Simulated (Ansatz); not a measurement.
Input for Ansatz (an electronic-structure program): R-B3LYP/def2-TZVPPD on CH4ClF (a complex). Files ending in .json are basis or fitting sets from the Basis Set Exchange.

Ansatz 0.2 input:
```yaml
crystal:
  periodic: [false, false, false]
  atoms:
    - {symbol: Cl, position_ang: [0.16520819, 0.05211868, -0.13614396]}
    - {symbol: H, position_ang: [0.21537761, 0.50856112, 1.07035412]}
    - {symbol: C, position_ang: [-0.48866229, -0.55001754, 3.52718863]}
    - {symbol: F, position_ang: [0.05073676, 0.63016170, 2.99506058]}
    - {symbol: H, position_ang: [0.22773546, -0.95935881, 4.23789758]}
    - {symbol: H, position_ang: [-1.42564738, -0.30089766, 4.02309814]}
    - {symbol: H, position_ang: [-0.66048724, -1.24801322, 2.70866024]}
basis:
  gaussian:
    orbitals: def2-TZVPPD.json
hamiltonian:
  xc: {name: B3LYP}
scf: {lower_state_search: off}
```

It printed:

```
WARN ansatz: RAYON_NUM_THREADS=2 ignored (pool sized by the plan → 2); use --threads N
Functional definition: B3LYP
these checks for a lower state are left out or cut short: stability, starts, cluster_reference, orbital_swaps, neighbouring_geometries, increment
integrals: 0.09 GiB planned
941 factors; their error is unknown
mean field: 0.84 GiB planned
mean field evaluation 1: about -16341.9141 eV, gradient 3.6e1 eV
mean field evaluation 2: about -16341.6763 eV, gradient 3.8e1 eV
mean field evaluation 4: about -16344.5480 eV, gradient 2.3e0 eV
mean field evaluation 8: about -16344.5748 eV, gradient 3.9e-2 eV
mean field evaluation 16: about -16344.5748 eV, gradient 8.6e-7 eV
mean field -16344.57479747 eV, -600.6520450564 hartree, gradient 2.2e-6 eV, S^2 0.000000; 0 other end points of the search recorded, 0 dependent functions left out
reference -16344.57507544 eV, -600.6520552716 hartree; 18, 18 occupied and 178, 178 virtual orbitals, 941 factors
Total energy: -16344.57507544 eV, -600.6520552716 hartree
Checks for a lower state left out: stability, starts, cluster_reference, orbital_swaps, neighbouring_geometries, increment
```

Self-consistency was reached.

Cost: about 1.9 core-seconds (a rough figure).
